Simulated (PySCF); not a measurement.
Al(Cl)(SeH)2 (AlClH₂Se₂), SMILES [Cl][Al]([SeH])[SeH]. The structure is a stationary point at PBE-D3(BJ)/def2-SVP. The structure was generated by enumeration; whether it is a known compound was not checked. One conformer was computed; it need not be the lowest.

Computed equilibrium geometry at PBE-D3(BJ)/def2-SVP (PySCF confirms it by a frequency run) as bond lengths and angles, and its point group (one conformer of several):
point group C2v.
Atoms: Al1 Cl2 Se3 H4 Se5 H6. Bond lengths (Å): Al1–Cl2 2.114, Al1–Se3 2.322, Al1–Se5 2.322, Se3–H4 1.486, Se5–H6 1.486. Bond angles (°): Cl2–Al1–Se3 116.9, Cl2–Al1–Se5 116.9, Se3–Al1–Se5 126.2, Al1–Se3–H4 91.6, Al1–Se5–H6 91.6.
Charge 0, spin multiplicity 1.
